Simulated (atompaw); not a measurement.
# What one change does to a pseudopotential (phosphorus (P), PAW (atompaw))

| Item | Value |
| --- | --- |
| Element | P (Z = 15) |
| Generator | atompaw 4.2.0.5 |
| Type | PAW |
| Functional | PBEsol |
| Relativity | scalar-relativistic |
| Frozen core | [Ne] |
| Valence charge | 5 |
| Reference configuration | 3s2 3p1 (charge +2) |
| Partial waves | 3s (bound); 3s channel at -1.35 Ry; 3p (bound); 3p channel at 2.5 Ry |
| Local potential | bessel scheme, radius 1.45 bohr |
| Core correction | smooth core density matched at 1.50 bohr |
| Augmentation charge | besselshape compensation charge, radius 1.65 bohr; PAW radius 1.95 bohr; waves and projectors: bloechl |

All-electron outer shells of the reference configuration (PBEsol, scalar-relativistic, ld1.x):

| shell | level (eV) | outermost node (bohr) | outermost maximum (bohr) |
| --- | --- | --- | --- |
| 3s | -33.90 | 0.65 | 1.52 |
| 3p | -24.24 | 0.63 | 1.68 |

Change: local potential ultrasoft scheme with l = 2 at 0 Ry, radius 1.45 bohr.

Cutoffs: the cutoffs (Ry, on a coarse ladder) from which the occupation-weighted sum of valence levels, in a spherical-Bessel basis at the reference potential, stays within 10 and 1 mRy of its value at 400 Ry; they do not see the model core or the augmentation charge, which bear on the density cutoff.

Problem. What does the change do?

Solution. The potential gets harder (10 Ry and 18 Ry → 18 Ry and 30 Ry); a bound ghost appears in s, which as a rule spoils a file. A state that the projectors do not describe sees the local part alone, so a deeper or shallower local part can create or remove a ghost.

| quantity | base | changed |
| --- | --- | --- |
| cutoff, loose | 10 Ry | 18 Ry |
| cutoff, tight | 18 Ry | 30 Ry |
| loose cutoff by channel (10 mRy a level) | s 6 Ry, p 10 Ry | s 6 Ry, p 18 Ry |
| bound ghosts | none | s |
| s: phases at 1.96 bohr within 0.05 rad from the reference energy up to (Ry; the scan ends near 5) | 3.0 | 3.2 |
| p: phases at 1.96 bohr within 0.05 rad from the reference energy up to (Ry; the scan ends near 5) | to the end of the scan | to the end of the scan |
| lowest overlap eigenvalue by channel | s 0.01, p 0.79 | s 0.01, p 0.68 |

 A true bound ghost makes a file unfit for plane-wave use even where its test errors are small: the radial tests pick states by their node count and pass the ghost by. The cutoffs see the waves, projectors and local potential, not the compensation charge or the core.
